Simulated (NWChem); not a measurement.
# MoS2ClF; SMILES [F][Mo](=[S])(=[S])[Cl]

Program: NWChem. Medium grid unless said otherwise, to which SCAN and Minnesota functionals are sensitive. Coordinates come from a PBE0/def2-SVP optimisation. def2 effective core potentials on Mo; no spin-orbit coupling. Total energies of different functionals are on different scales.

| level | energy (Ha) | highest occupied level (eV) | orbital gap (eV) | dipole (D) |
|---|---|---|---|---|
| B3LYP/def2-SVP | -1424.4044 | -7.55 | 3.61 | 0.38 |
| PBE/def2-SVP | -1423.7768 | -6.69 | 2.26 | 0.36 |
| N12/def2-SVP | -1424.4082 | -6.60 | 2.20 | 0.40 |
| revPBE/def2-SVP | -1424.1560 | -6.67 | 2.27 | 0.34 |
| PW6B95/def2-SVP | -1425.4459 | -7.91 | 4.14 | 0.40 |
| B97-2/def2-SVP | -1424.4636 | -7.67 | 3.70 | 0.32 |
| RPBE/def2-SVP | -1424.2922 | -6.66 | 2.27 | 0.34 |
| M06/def2-SVP | -1424.2404 | ___ | ___ | ___ |

Some entries are withheld; supply them.


- M06/def2-SVP, highest occupied level (eV): -7.82
- M06/def2-SVP, orbital gap (eV): 3.98
- M06/def2-SVP, dipole (D): 0.53
